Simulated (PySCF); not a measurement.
**N²⁺: fine-structure interval**

N²⁺ [He] 2s2 2p1 [2p1/2^1, M_J = 1/2] → N²⁺ [He] 2s2 2p1 [2p3/2^1, M_J = 3/2], as a difference of total energies. All numbers are calculated (PySCF 2.14, the two-component X2C-1e Hamiltonian, in an uncontracted even-tempered set (19 s from 0.12 bohr⁻², ratio 2.4; 11 p from 0.16 bohr⁻², ratio 2.4; 6 d from 0.95 bohr⁻², ratio 2.6; 5 f from 1.4 bohr⁻², ratio 2.6)). Correlated levels: nothing frozen; the 30 highest virtual spinors dropped. "Screened" scales the spin-orbit matrix elements by Boettger's factors to mimic the two-electron term; Breit and QED terms are absent.

```json
{"method": "GHF (screened spin-orbit)", "fine-structure interval (cm⁻¹)": "1065.6"}
{"method": "GMP2 (screened spin-orbit)", "fine-structure interval (cm⁻¹)": "153.53"}
{"method": "GHF (bare spin-orbit)", "fine-structure interval (cm⁻¹)": "1140.5"}
```

GHF and GMP2 differ strongly here because the two determinants are spin-polarised to different degrees; the interval is a small difference of such terms.
